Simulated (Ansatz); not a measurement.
Reaction (formal exchange of groups at a B–Si bond): `B[SiH](O)OC` + `C=C(N)CI` → `BC(=C)CI` + `CO[SiH](N)O`

Isolated molecules relaxed with PBE0-D4/def2-TZVP in Ansatz; ΔE leaves out vibrations. CBS: MP2 limit from def2 TZ/QZ plus the TZ coupled-cluster correction, frozen cores. Functionals use def2-TZVPP. B3LYP here is the variant with VWN-RPA as its local correlation; programs differ in this. Elements past krypton have def2 core potentials. For I outer-core shells are correlated without core-valence functions, which leaves a few kJ/mol of doubt a bond. Each species was taken in one conformer, which may not be the lowest.

| level | ΔE (kJ/mol) | difference from CCSD(T)/CBS |
| --- | --- | --- |
| ωB97X-V | -149.2 | 12.2 |
| ωB97M-V | -158.9 | 2.5 |
| B2PLYP | -157.7 | 3.7 |
| PBE | -134.3 | 27.1 |
| r2SCAN | -150.0 | 11.4 |
| B3LYP | -150.6 | 10.8 |
| SCS-MP2/def2-TZVPP | -164.5 | -3.1 |
| CCSD(T)/def2-TZVPP | -159.3 | 2.1 |
| HF/def2-QZVPP | -168.8 | -7.4 |
| MP2/CBS(def2) | -168.8 | -7.4 |
| CCSD(T)/CBS | -161.4 | 0 |

Largest T1 diagnostic among the species: 0.012.

From PBE to PBE0 (25 % exact exchange), in def2-TZVPP and without D4, ΔE moves by −8.7 kJ/mol.
